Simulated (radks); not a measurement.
Problem. These are the eigenvalues of the occupied orbitals of an atom or ion with whole-number occupations (hartree). Method: Dirac Kohn-Sham, PBE, spin-unpolarised, spherical densities, finite nucleus; Fermi nuclear charge, rms radius of each element as measured or else 0.836 A^(1/3) + 0.57 fm; computed with a radial shooting solver on a logarithmic mesh with Libxc functionals.

| orbital | eigenvalue |
|---|---|
| 1s1/2 | -376.2094 |
| 2s1/2 | -46.74149 |
| 2p1/2 | -41.41919 |
| 2p3/2 | -40.40285 |
| 3s1/2 | -5.81537 |
| 3p1/2 | -4.09534 |
| 3p3/2 | -3.96217 |
| 3d3/2 | -1.08495 |
| 3d5/2 | -1.06790 |
| 4s1/2 | -0.64020 |
| 4p1/2 | -0.36986 |
| 4p3/2 | -0.36316 |

Which element is it, and in what charge state? The configuration may be excited. Open shells, if any, are shared by 2j + 1.

Solution. Z = 31, gallium, charge +1: Ga+ in [Ar] 3d10 4s1 4p1. The list shows which subshells hold electrons but not how many an open one holds; the 1s level, -376.21 hartree, gives Z - s = 27.4 by -(Z - s)^2/2, which with screening and relativity narrows Z to a few neighbours, and the depths of the outer levels then fix element, charge and occupations together.
